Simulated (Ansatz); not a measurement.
```yaml
crystal:
  periodic: [false, false, false]
  atoms:
    - {symbol: O, position_ang: [0.196204, 2.079243, -0.899880]}
    - {symbol: B, position_ang: [0.909443, 1.029200, -0.420627]}
    - {symbol: C, position_ang: [0.248754, -0.229815, 0.097711]}
    - {symbol: C, position_ang: [-0.248088, -1.249884, 0.519131]}
    - {symbol: O, position_ang: [-0.697950, -2.369152, 0.984954]}
    - {symbol: H, position_ang: [-0.752613, 1.927769, -0.869806]}
    - {symbol: H, position_ang: [2.099312, 1.144286, -0.426025]}
    - {symbol: H, position_ang: [-1.662864, -2.388548, 0.958643]}
basis:
  gaussian: {orbitals: def2-SVP}
magnetization: {spin_polarized: true, initial_magnetization: 0}
hamiltonian: {xc: {name: HF}}
correlation: {method: mp2, frozen_orbitals: {O: 0}}
accuracy: high
output: {forces: true}
```

```sh
$ ansatz run in.yaml --threads 2 --pin off --events-out ev --progress --plain --max-ram 4352MiB
```

It prints (some lines left out):

```
Functional definition: HF
Error: "frozen_orbitals" has no count for B
```

(1) Something in this input is off. What?

Results:

(1) Frozen orbitals are typed for one element alone, and the program wants a count for each. The input was rejected before any iteration.
